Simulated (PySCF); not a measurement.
Species: H₈O₂Si₃.
SMILES: `O[SiH2]O[SiH2][SiH3]`

Torsions of this conformer, `[OH:1][SiH2:2][O:3][SiH2:4][SiH3:5]`: O1–Si2–O3–Si4 13°, Si2–O3–Si4–Si5 -20°, H–O1–Si2–O3 169°.

The closed-shell ground state was solved at several levels (PySCF, density fitting, gas phase, non-relativistic). Geometry: PBE0-D3(BJ)/def2-SVP, one conformer, isolated molecule.

| level | basis functions | HOMO (eV) | LUMO (eV) | gap (eV) | dipole (D) |
| --- | --- | --- | --- | --- | --- |
| PBE/pcSseg-1 | 146 | -6.74 | -0.85 | 5.89 | 1.99 |
| B97-D/pcSseg-1 | 146 | -6.73 | -0.65 | 6.08 | 2.00 |
| BP86/pcSseg-1 | 146 | -6.85 | -0.91 | 5.94 | 2.00 |
| HF/pcSseg-1 | 146 | -10.68 | 3.46 | 14.14 | 2.16 |
| OPBE/pcSseg-1 | 146 | -6.74 | -0.70 | 6.04 | 1.94 |
| BLYP/pcSseg-1 | 146 | -6.59 | -0.64 | 5.95 | 2.01 |
| B3LYP/pcSseg-1 | 146 | -7.71 | -0.11 | 7.60 | 2.04 |
| KT2/pcSseg-1 | 146 | -6.81 | -1.02 | 5.79 | 1.92 |
| LDA/pcSseg-1 | 146 | -6.81 | -1.07 | 5.74 | 2.04 |

**Question.** What might KT3/pcSseg-1 (146 basis functions) give for the same quantities?

**Answer.** HOMO -6.84 eV, LUMO -0.86 eV, gap 5.98 eV, dipole 1.91 D.

**Question.** Over all these levels, which gives the widest orbital gap and which the narrowest?

**Answer.** HF/pcSseg-1 (Hartree–Fock, all exact exchange) has the widest, 14.14 eV, and LDA/pcSseg-1 (LDA) the narrowest, 5.74 eV. From the narrowest to the widest the HOMO moves by -3.87 eV and the LUMO by +4.53 eV.

**Question.** In the pcSseg-1 basis, how does the gap go with the fixed share of exact exchange?

**Answer.** LDA (0 %) 5.74 eV; KT2 (0 %) 5.79 eV; PBE (0 %) 5.89 eV; BP86 (0 %) 5.94 eV; BLYP (0 %) 5.95 eV; KT3 (0 %) 5.98 eV; OPBE (0 %) 6.04 eV; B97-D (0 %) 6.08 eV; B3LYP (20 %) 7.60 eV; HF (100 %) 14.14 eV. Each rise in the share widens the gap here.

**Question.** How far do the dipole and the HOMO energy spread over the levels?

**Answer.** The dipole runs from 1.91 to 2.16 D (mean 2.00 D) and the HOMO from -10.68 to -6.59 eV.
